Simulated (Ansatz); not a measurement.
Wavefunction ladder for `O[SiH](O)N[SiH2]F`

Cartesian coordinates in Å:
```
O -0.833 -1.035 2.157
Si -1.001 -0.618 0.584
O -0.500 -1.725 -0.512
N -0.089 0.815 0.266
Si 0.849 1.109 -1.130
F 2.045 0.036 -1.215
H 0.052 -1.130 2.513
H -2.453 -0.484 0.391
H 0.442 -1.855 -0.648
H -0.045 1.507 0.999
H 0.080 0.922 -2.377
H 1.453 2.457 -1.028
```

The species carries charge 0 and has multiplicity 1. All single points use the PBE0-D4/def2-TZVP geometry. It is one conformer, not always the lowest. Frozen core, restricted reference, Ansatz. CBS rows extrapolate triple and quadruple zeta; past MP2 they add the triple-zeta difference.

```csv
basis,HF (Eh),MP2 corr.,CCSD corr.,(T),CCSD(T) total
def2-TZVPP,-885.39095,-1.17987,-1.21147,-0.04122,-886.64364
def2-QZVPP,-885.42529,-1.27879,–,–,–
CBS(def2),-885.43002,-1.35207,-1.38367,as TZ,-886.85491
```
